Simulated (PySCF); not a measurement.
A side-by-side comparison of computed properties.

First species: C4H10ClPSi2.
SMILES: `P[Si@@H]1CC(Cl)=CC[SiH2]1`

Second species: C6H11FSi2.
Structure used (GFN2-xTB), in Å, numbered top down from 1:
```xyz
20
C6H11FSi2 angstrom
C     -3.272   -0.641   -2.113
C     -2.516   -0.166   -1.314
C     -1.608    0.381   -0.343
Si    -2.333    0.118    1.404
Si     0.130   -0.384   -0.617
C      1.278    0.567    0.544
C      2.576    0.368    0.706
C      3.410   -0.654    0.008
F      2.697   -1.412   -0.886
H     -3.931   -1.045   -2.821
H     -1.538    1.460   -0.523
H     -2.385   -1.310    1.713
H     -3.683    0.686    1.457
H     -1.488    0.810    2.384
H      0.077   -1.809   -0.287
H      0.516   -0.165   -2.014
H      0.830    1.357    1.132
H      3.165    0.964    1.396
H      4.216   -0.172   -0.561
H      3.853   -1.352    0.731
```

Levels: PBE0/pcSseg-1 for HOMO energy, LUMO energy and HOMO–LUMO gap. Geometries: GFN2-xTB. All species are isolated and taken at one optimised geometry, non-relativistic unless stated; the electronic structure was computed with PySCF and density fitting.

The conformers computed, where there is a choice (atom-mapped SMILES and torsion angles):
- `[CH:1]#[C:2][C@@H:3]([SiH3:4])[SiH2:5]/[CH:6]=[CH:7]\[CH2:8][F:9]`: C2–C3–Si5–C6 173°, C3–Si5–C6–C7 179°, C6–C7–C8–F9 1°

The conformers of `P[Si@@H]1CC(Cl)=CC[SiH2]1` aren't listed.

Values for the first species:

- HOMO energy: -6.71 eV
- LUMO energy: -0.37 eV
- HOMO–LUMO gap: 6.34 eV

Task: Estimate the same properties for the second species, and the change in each.

Result: 
| property | first | second | second less first |
| --- | --- | --- | --- |
| HOMO energy | -6.71 eV | -7.17 eV | -0.46 eV |
| LUMO energy | -0.37 eV | -0.60 eV | -0.23 eV |
| HOMO–LUMO gap | 6.34 eV | 6.57 eV | +0.23 eV |

